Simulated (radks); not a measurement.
Question: The mean radii <r> (bohr) of the occupied orbitals of an atom or ion are listed with their occupations. Calculated with a radial shooting solver on a logarithmic mesh with Libxc functionals: Dirac Kohn-Sham, PBE, spin-unpolarised, spherical densities, finite nucleus; Fermi nuclear charge, rms radius of each element as measured or else 0.836 A^(1/3) + 0.57 fm.

| orbital | occ. | <r> |
|---|---|---|
| 1s1/2 | 2 | 0.02074 |
| 2s1/2 | 2 | 0.08757 |
| 2p1/2 | 2 | 0.07293 |
| 2p3/2 | 4 | 0.08010 |
| 3s1/2 | 2 | 0.2290 |
| 3p1/2 | 2 | 0.2188 |
| 3p3/2 | 4 | 0.2321 |
| 3d3/2 | 4 | 0.2049 |
| 3d5/2 | 6 | 0.2091 |
| 4s1/2 | 2 | 0.4965 |
| 4p1/2 | 2 | 0.5004 |
| 4p3/2 | 4 | 0.5247 |
| 4d3/2 | 4 | 0.5306 |
| 4d5/2 | 6 | 0.5379 |

Name the element and its charge. Open shells, if any, fill j = l - 1/2 first.

Answer: Z = 67, holmium, charge +21: Ho21+ in [Kr] 4d10. The 1s radius gives Z: for a bare nucleus <r> = (2 gamma + 1)/(2Z) with gamma = sqrt(1 - (Z/c)^2), 0.02048 bohr for Z = 67, and screening makes it slightly larger (0.02074 here). The occupations add up to 46, and the charge is Z minus that.
